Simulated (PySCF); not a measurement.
## Working out the ionisation energy of Se²⁺

Se²⁺ [Ar] 3d10 4s2 4p2 (3P) → Se³⁺ [Ar] 3d10 4s2 4p1 (2P). Computed with PySCF 2.14 in aug-cc-pVDZ-DK, with scalar relativity by spin-free X2C-1e. Frozen: [Ar] 3d10. Energies in hartree (1 hartree = 27.21139 eV):

```tsv
part	Se²⁺ (lower)	Se³⁺ (upper)
UHF	-2426.881924	-2425.743584
MP2 opposite-spin	-0.036985	-0.032484
MP2 same-spin	-0.006992	-0.002103
```

What does Hartree-Fock give?

(-2425.743584) − (-2426.881924) = 1.138340 hartree = 30.976 eV.

What do MP2 and SCS-MP2 (6/5 opposite-spin, 1/3 same-spin) give?

The opposite-spin parts differ by 0.122 eV and the same-spin parts by 0.133 eV. MP2: 30.976 + (0.122) + (0.133) = 31.231 eV. SCS-MP2: 30.976 + 1.2 × (0.122) + (0.133)/3 = 31.167 eV.

A first-order spin-orbit estimate adds -0.032 eV to MP2 (valence), giving 31.199 eV against 31.697 ± 0.019 eV (measured; NIST Atomic Spectra Database, ionization energies).

A double-zeta basis recovers only part of the correlation energy.

What remains against the reference includes basis incompleteness, the frozen core and correlation beyond second order.
